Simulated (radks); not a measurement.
Xe4+, 50 electrons, occupied as [Kr] 4d(3/2: 4, 5/2: 5) 5s2 5p(1/2: 2, 3/2: 1) (not the ground configuration).

Calculated with a radial shooting solver on a logarithmic mesh with Libxc functionals: Dirac Kohn-Sham, PBE, spin-unpolarised, spherical densities, finite nucleus; Fermi nuclear charge, rms radius 4.7859 fm.

Energy parts (eV):
total: -202558.609
kinetic: 215206.580
electron-nucleus: -489794.738
Hartree: 77068.011
exchange-correlation: -5038.462

Orbitals (lengths in bohr, moments of r in powers of bohr):
orbital  occ.  eigenvalue (eV)   <1/r>      <r^4>
1s1/2       2        -34402.70   58.11  2.435e-06
2s1/2       2        -5401.929   13.59  0.0004111
2p1/2       2        -5078.842   13.57  0.0002617
2p3/2       4        -4754.213   12.47  0.0003164
3s1/2       2        -1150.772   4.861    0.01746
3p1/2       2        -1016.493   4.772    0.01656
3p3/2       4        -954.7846   4.500    0.01915
3d3/2       4        -718.5893   4.357    0.01538
3d5/2       6        -705.5414   4.288    0.01609
4s1/2       2        -252.6036   1.980     0.4795
4p1/2       2        -204.7847   1.875     0.5826
4p3/2       4        -192.2442   1.788     0.6709
4d3/2       4        -114.4761   1.560      1.156
4d5/2       5        -112.3929   1.539      1.209
5s1/2       2         -64.4481  0.7911      13.94
5p1/2       2         -51.3413  0.7092      21.24
5p3/2       1         -49.3226  0.6830      24.05

The highest occupied level is 5p3/2 at -49.323 eV. The electron density at the nucleus is 2.717e+05 e/bohr^3. Summed over all electrons, <r^2> = 32.58 bohr^2, which gives a Langevin (diamagnetic) susceptibility term of -25.8 x 10^-6 cm^3/mol. The density falls to 0.001 e/bohr^3 at r = 3.44 bohr.
